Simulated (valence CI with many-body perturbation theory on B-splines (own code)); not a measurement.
# E1 line list for Dy52+

Level of theory: relativistic CI+MBPT: four valence electrons over a frozen Dirac-Fock core [Ne], radial functions for each j: 11 s, 11 p, 10 d, 8 f, 5 g, 2 h, with the one-electron correlation potential Σ1, the two-electron term Σ2, the three-electron term Σ3, Breit, model QED; selected CI, second order for the rest, scaled by the run's own slope (own B-spline code, finite nucleus).

The last digits are not significant, and no measured levels were compared; by estimate large intervals hold to a few tenths of a per cent, small ones and those within an open d or f shell to about a per cent. Among the levels kept, up to 590 cm⁻¹ of a level comes from second order outside the variational space, and about a tenth of that is noise between levels of different J, which matters for small intervals.

Lines 1 to 50 of 567 in falling wavelength, among levels below 1191.7 eV, chosen from the strongest by gf and those to the six lowest levels. Wavelengths and rates use the calculated energies. Electric multipoles are in the length gauge, E1 and E2 with the static RPA response of the core. Weak lines are less certain than strong ones. Lines between different terms over intervals too small for the method are left out, as are lines whose strength nearly cancels. Where a level lies close to another of its J and parity, the split of strength between their lines is uncertain. The highest levels of a list are the least certain.

Levels are named by their leading jj configuration (3d3/2^4 stands for four electrons in 3d with j = 3/2), which in mixed levels can hold well under half, so a name can repeat and another be missing. Letters in brackets count levels of one name in rising energy.

```csv
λ vac (nm),Upper,Lower,A (s⁻¹),S (a.u.)
25.82,(3s^2 3p3/2^2) J=2,(3s 3p1/2^2 3p3/2) J=1,1.16e+07,4.92e-04
17.02,(3s^2 3p3/2^2) J=2,(3s 3p1/2^2 3p3/2) J=2,1.66e+07,2.02e-04
11.53,(3s 3p1/2 3d3/2 3d5/2) J=4 [a],(3s^2 3d3/2 3d5/2) J=3,4.43e+09,3.01e-02
10.87,(3s 3p1/2 3p3/2 3d3/2) J=4,(3s^2 3p3/2 3d3/2) J=3,6.37e+09,3.63e-02
10.67,(3p1/2 3p3/2^2 3d3/2) J=4,(3s 3p3/2^2 3d3/2) J=3 [b],5.88e+09,3.17e-02
10.64,(3s 3p1/2 3d3/2 3d5/2) J=5,(3s^2 3d3/2 3d5/2) J=4,1.06e+10,6.91e-02
9.979,(3p1/2 3p3/2^2 3d5/2) J=5,(3s 3p3/2^2 3d5/2) J=4 [b],1.02e+10,5.48e-02
9.494,(3s 3p1/2 3d3/2 3d5/2) J=3 [c],(3s^2 3d3/2 3d5/2) J=2,8.85e+09,2.62e-02
9.395,(3s 3p1/2^2 3p3/2) J=2,(3s^2 3p1/2 3p3/2) J=2,8.09e+09,1.66e-02
9.317,(3s 3p1/2 3d5/2^2) J=5,(3s^2 3d5/2^2) J=4,1.98e+10,8.68e-02
9.294,(3p1/2^2 3d3/2^2) J=2,(3s 3p1/2 3d3/2^2) J=1 [a],1.25e+10,2.48e-02
9.287,(3s 3p1/2 3p3/2 3d5/2) J=5,(3s^2 3p3/2 3d5/2) J=4,1.52e+10,6.59e-02
9.186,(3s 3p1/2 3d5/2^2) J=3 [a],(3s^2 3d5/2^2) J=2,1.71e+10,4.59e-02
9.164,(3p1/2^2 3d3/2 3d5/2) J=4,(3s 3p1/2 3d3/2 3d5/2) J=3 [d],2.07e+10,7.08e-02
9.122,(3s 3p1/2 3p3/2^2) J=3,(3s^2 3p3/2^2) J=2,9.75e+09,2.56e-02
9.114,(3s 3p1/2 3d3/2 3d5/2) J=4 [c],(3s^2 3d3/2 3d5/2) J=4,9.49e+09,3.19e-02
9.106,(3s 3p1/2 3p3/2 3d5/2) J=4 [c],(3s^2 3p3/2 3d5/2) J=3,8.35e+09,2.80e-02
8.932,(3s 3p1/2^2 3d5/2) J=3,(3s^2 3p1/2 3d5/2) J=3,1.16e+10,2.85e-02
8.898,(3p1/2^2 3p3/2 3d5/2) J=4,(3s 3p1/2 3p3/2 3d5/2) J=3 [c],1.44e+10,4.49e-02
8.876,(3s 3p1/2^2 3d5/2) J=3,(3s^2 3p1/2 3d5/2) J=2,1.86e+10,4.49e-02
8.845,(3s 3p1/2^2 3p3/2) J=2,(3s^2 3p1/2 3p3/2) J=1,1.03e+10,1.75e-02
8.829,(3p1/2 3p3/2^2 3d5/2) J=3 [b],(3s 3p3/2^2 3d5/2) J=2 [b],1.09e+10,2.59e-02
8.826,(3s 3p1/2 3p3/2 3d3/2) J=3 [c],(3s^2 3p3/2 3d3/2) J=3,1.09e+10,2.60e-02
8.677,(3p1/2 3p3/2^2 3d5/2) J=4 [b],(3s 3p3/2^2 3d5/2) J=3 [a],1.11e+10,3.21e-02
8.639,(3s 3p1/2^2 3d3/2) J=1,(3s^2 3p1/2 3d3/2) J=2,2.32e+10,2.21e-02
8.634,(3s 3p1/2 3d5/2^2) J=2 [b],(3s^2 3d5/2^2) J=2,1.81e+10,2.87e-02
8.580,(3p1/2^2 3p3/2 3d3/2) J=3,(3s 3p1/2 3p3/2 3d3/2) J=3 [c],1.55e+10,3.39e-02
8.495,(3s 3p1/2 3d5/2^2) J=4 [b],(3s^2 3d5/2^2) J=4,1.65e+10,4.50e-02
8.441,(3p1/2^2 3d3/2 3d5/2) J=2,(3s 3p1/2 3d3/2 3d5/2) J=3 [c],2.30e+10,3.41e-02
8.418,(3p1/2^2 3d3/2 3d5/2) J=4,(3s 3p1/2 3d3/2 3d5/2) J=4 [c],1.85e+10,4.90e-02
8.417,(3p1/2 3p3/2^2 3d3/2) J=4,(3s 3p3/2^2 3d3/2) J=4,1.28e+10,3.40e-02
8.377,(3s 3p1/2 3d3/2 3d5/2) J=3 [d],(3s^2 3d3/2 3d5/2) J=4,1.72e+10,3.49e-02
8.322,(3p1/2 3p3/2^2 3d5/2) J=2 [d],(3s 3p3/2^2 3d5/2) J=3 [c],1.56e+10,2.22e-02
8.307,(3p1/2^2 3d3/2^2) J=0,(3s 3p1/2 3d3/2^2) J=1 [b],8.73e+10,2.47e-02
8.290,(3s 3p1/2^2 3d3/2) J=2,(3s^2 3p1/2 3d3/2) J=2,1.75e+10,2.46e-02
8.289,(3s 3p1/2 3d5/2^2) J=3 [b],(3s^2 3d5/2^2) J=4,1.94e+10,3.82e-02
8.275,(3p1/2^2 3p3/2 3d5/2) J=4,(3s 3p1/2 3p3/2 3d5/2) J=4 [b],8.63e+09,2.17e-02
8.240,(3s 3p1/2 3p3/2 3d5/2) J=3 [d],(3s^2 3p3/2 3d5/2) J=3,1.56e+10,3.01e-02
8.230,(3p1/2^2 3d3/2 3d5/2) J=2,(3s 3p1/2 3d3/2 3d5/2) J=1 [b],1.54e+10,2.13e-02
8.218,(3s 3p1/2^2 3d5/2) J=2,(3s^2 3p1/2 3d5/2) J=3,2.59e+10,3.55e-02
8.193,(3p1/2^2 3d3/2 3d5/2) J=3,(3s 3p1/2 3d3/2 3d5/2) J=3 [b],3.19e+10,6.06e-02
8.185,(3p1/2 3p3/2^2 3d3/2) J=3 [a],(3s 3p3/2^2 3d3/2) J=3 [a],1.57e+10,2.98e-02
8.109,(3p1/2^2 3p3/2 3d5/2) J=2,(3s 3p1/2 3p3/2 3d5/2) J=2 [b],2.66e+10,3.50e-02
7.907,(3p1/2^2 3d3/2 3d5/2) J=2,(3s 3p1/2 3d3/2 3d5/2) J=2 [b],2.75e+10,3.35e-02
7.907,(3s 3p1/2^2 3p3/2) J=1,(3s^2 3p1/2 3p3/2) J=2,3.08e+10,2.26e-02
7.894,(3p1/2^2 3p3/2 3d5/2) J=2,(3s 3p1/2 3p3/2 3d5/2) J=3 [b],2.02e+10,2.45e-02
7.823,(3s 3p1/2 3p3/2 3d3/2) J=2 [a],(3s 3p1/2 3p3/2^2) J=3,1.71e+10,2.02e-02
7.777,(3p1/2^2 3d3/2^2) J=2,(3s 3p1/2 3d3/2^2) J=3,4.61e+10,5.35e-02
7.773,(3s 3p1/2 3p3/2^2) J=2 [b],(3s^2 3p3/2^2) J=2,1.77e+10,2.05e-02
7.744,(3p1/2 3p3/2^3) J=1,(3s 3p3/2^3) J=2,3.28e+10,2.26e-02
```
